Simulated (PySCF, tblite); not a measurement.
Isomers of C4H13NSi3. All values are computed: GFN2-xTB (tblite) harmonic vibrations without scaling, gas phase. Against measured fundamentals such values can be off by several per cent, at times by over 20. Modes of hydrogen on silicon can be 10 to 20 % off. One conformer each.

Electronic energies: PBE0/pcSseg-1 single points on the GFN2-xTB geometries (PySCF, gas phase).

```json
{"SMILES": "CC[Si]([SiH3])([SiH3])CC#N", "electronic energy, lowest = 0 (kcal/mol)": "10.2"}
{"SMILES": "C[C@@H]([SiH2]C#N)[SiH2]C[SiH3]", "electronic energy, lowest = 0 (kcal/mol)": "4.0"}
{"SMILES": "N#C[C@@H]([SiH3])C[SiH2]C[SiH3]", "electronic energy, lowest = 0 (kcal/mol)": "16.1"}
{"SMILES": "C[Si@]([SiH3])(C[SiH3])CC#N", "electronic energy, lowest = 0 (kcal/mol)": "0.0"}
```

Question: How do GFN2-xTB zero-point energies change the relative energies?

Answer: 
| SMILES | ZPE (kcal/mol) | of it from modes above 1550 cm⁻¹ | electronic (kcal/mol) | with ZPE, lowest = 0 (kcal/mol) | lowest mode (cm⁻¹) | rings |
| --- | --- | --- | --- | --- | --- | --- |
| C[Si@]([SiH3])(C[SiH3])CC#N | 92.4 | 52.6 | 0.0 | 0.0 | 17 | 0 |
| C[C@@H]([SiH2]C#N)[SiH2]C[SiH3] | 92.0 | 51.3 | 4.0 | 3.6 | 22 | 0 |
| CC[Si]([SiH3])([SiH3])CC#N | 93.2 | 52.5 | 10.2 | 11.1 | 18 | 0 |
| N#C[C@@H]([SiH3])C[SiH2]C[SiH3] | 90.6 | 50.4 | 16.1 | 14.3 | 16 | 0 |

The zero-point energies span 2.6 kcal/mol, from `N#C[C@@H]([SiH3])C[SiH2]C[SiH3]` to `CC[Si]([SiH3])([SiH3])CC#N`. The order is unchanged.

Question: And how do the electronic energies of GFN2-xTB itself compare?

Answer: `C[Si@]([SiH3])(C[SiH3])CC#N` 9.4; `C[C@@H]([SiH2]C#N)[SiH2]C[SiH3]` 11.5; `CC[Si]([SiH3])([SiH3])CC#N` 12.3; `N#C[C@@H]([SiH3])C[SiH2]C[SiH3]` 0.0 kcal/mol, lowest = 0. Against the energies above, taken from the same isomer `C[Si@]([SiH3])(C[SiH3])CC#N`, the largest difference is 25.5 kcal/mol.
